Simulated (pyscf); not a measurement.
H₂B–O–B=O (SMILES BOB=O), singlet

Gas-phase minimum from PySCF at ωB97X-D3(BJ)/def2-SVP, one conformer. 

SMILES: BOB=O
```xyz
6

B     -0.1284     0.4040     0.2626
O     -1.4597     0.4090    -0.0779
B     -2.2767    -0.5760    -0.4341
O     -3.0515    -1.4451    -0.7625
H      0.4765    -0.6414     0.2627
H      0.3626     1.4661     0.5456
```

Bonded distances (Å): B1–O2 1.374, B1–H5 1.208, B1–H6 1.204, O2–B3 1.328, B3–O4 1.210. Angles (°): O2–B1–H5 119.2, O2–B1–H6 116.8, H5–B1–H6 124.0, B1–O2–B3 131.3, O2–B3–O4 178.0.

Properties at ωB97X-D3(BJ)/def2-SVP:

```json
{
 "harmonic_wavenumbers_unscaled": "151, 236, 543, 544, 878, 1034, 1079, 1246, 1374, 2155, 2607, 2729 cm⁻¹",
 "zero_point_energy": "20.8 kcal/mol",
 "rotational_symmetry_number": "1",
 "Entropy of this conformer at 298 K and 1 atm, rigid rotor and harmonic oscillator, modes under 100 cm⁻¹ raised to 100": "279.9 J/(mol K)",
 "dipole_moment": "2.83 D"
}
```

Single-point totals, which compare only within one level (frozen core for MP2 and CC):

```tsv
level	total energy (hartree)
ωB97X-D3(BJ)/def2-TZVP	-201.59692
PBE/def2-TZVP	-201.29639
r²SCAN/def2-TZVP	-201.43052
B3LYP-D3(BJ)/def2-TZVP	-201.56035
PBE0-D3(BJ)/def2-TZVP	-201.30585
M06-2X/def2-TZVP	-201.47161
ωB97M-D3(BJ)/def2-TZVP	-201.59833
HF/def2-TZVPP	-200.46597
MP2/def2-TZVPP	-201.11097
CCSD/def2-TZVPP	-201.12304
CCSD(T)/def2-TZVPP	-201.14926
```

Soft torsions are taken as harmonic, which can shift the entropy by several J/(mol K). The CCSD(T) − MP2 part came from Ansatz, without density fitting, on the same reference.
